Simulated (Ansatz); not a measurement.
H4S3Sn, SMILES [SH][SnH]([SH])[SH].

Coordinates come from a PBE0-D3(BJ)/def2-SVP optimisation. The structure was generated by enumeration; whether it is a known compound was not checked. The def2 effective core potentials stand for the cores of Sn; spin–orbit coupling is left out. Other conformers were not sampled.

Two levels are set side by side: PBE/def2-SVPD (Ansatz, a first-principles code) and CAM-B3LYP/def2-SVPD (Ansatz). Energy differences of separate SCF runs at the same geometry; the states with an electron removed or added have multiplicity 2 and 2. Differences are taken from unrounded values.

| quantity | PBE |
|---|---|
| vertical ionisation energy (eV) | 8.88 |
| vertical singlet–triplet gap (eV) | 3.69 |

### Question
These are the PBE values. What does CAM-B3LYP give? (Estimate from the structure and the level; the computed values follow.)

### Answer

| quantity | CAM-B3LYP | PBE minus CAM-B3LYP |
|---|---|---|
| vertical ionisation energy (eV) | 9.71 | -0.83 |
| vertical singlet–triplet gap (eV) | 4.55 | -0.85 |
